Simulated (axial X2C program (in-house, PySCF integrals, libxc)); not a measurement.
# Curves of TeH by EOM-IP-CCSD

Calculated with an in-house all-electron X2C program for linear molecules (integrals from PySCF): two-component X2C with atomic mean-field Coulomb and Gaunt terms, Gaussian nuclei, basis Te dyall-acv3z, H dyall-av3z with contracted cores.

Energies in eV from the lowest point of the lowest state; states are followed by energy order within each Ω. Reference: TeH⁻, 18 electrons correlated in 84 virtual spinors with an MP2 remainder; levels at this size can be off by some tenths of an eV. Masses 129.906 and 1.008 u.

```csv
R (Å),(1)Ω=3/2,(1)Ω=1/2,(2)Ω=1/2
1.537,0.1338,0.6112,4.1946
1.604,0.0193,0.4981,4.0043
1.671,0.0000,0.4805,3.8902
1.746,0.0617,0.5442,3.8251
1.821,0.1863,0.6710,3.8048
1.922,0.4172,0.9045,3.8197
```

Q: Fit the curves (1)Ω=3/2, (1)Ω=1/2 near their minima.

A: At EOM-IP-CCSD from TeH⁻ (the fit fixes ωe to about one per cent; ωe of higher roots by this method can be off by ten per cent):

```
   state  Te (cm⁻¹)  Re (Å)  ωe (cm⁻¹)
(1)Ω=3/2          0   1.653     2151.2
(1)Ω=1/2       3870   1.652     2161.0
```

For TeH⁻ at CCSD, and between the minima:

Re = 1.662 Å, ωe = 2068.7 cm⁻¹; removing the electron costs 2.138 eV without zero-point terms.

T1 of the reference reaches 0.011 (Lee–Taylor). Curves followed by order can swap character. Number of frozen shells: Te 4 s, 3 p, 1 d; H none. Roots with under 60 % one-particle weight at any point are counted in the labels but not shown, and the list ends where the roots sought for some Ω run out; states that need a further excitation are missing and may lie low or lowest. Curves with a minimum but no constants failed the fit check.
